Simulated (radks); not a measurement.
Valence configurations of the silver ion Ag+ (all share [Kr]). All-electron calculation, scalar-relativistic Kohn-Sham, PBE, spin-polarised, spherical densities, finite nucleus; open shells are filled with parallel spins first (spin-orbit coupling, left out, can overturn this in heavy ions); Fermi nuclear charge, rms radius 4.5454 fm. Program: a radial shooting solver on a logarithmic mesh with Libxc functionals. Order these by energy: 4d9.5 5s0.5; 4d9.5 5p0.5; 4d9 5p1; 4d8 5s2; 4d9 5s1; 4d9 5s0.5 5p0.5; 4d10; 4d8.5 5s1.5.

Answer. From the lowest, in eV above it: 4d10 0.000; 4d9.5 5s0.5 2.296; 4d9 5s1 4.862; 4d9.5 5p0.5 4.933; 4d9 5s0.5 5p0.5 7.660; 4d8.5 5s1.5 8.360; 4d9 5p1 10.490; 4d8 5s2 12.284. NIST lists [Kr] 4d10 as the ground configuration; this level of theory agrees among the configurations tried. The energies are those of spherical high-spin densities, not of single terms.
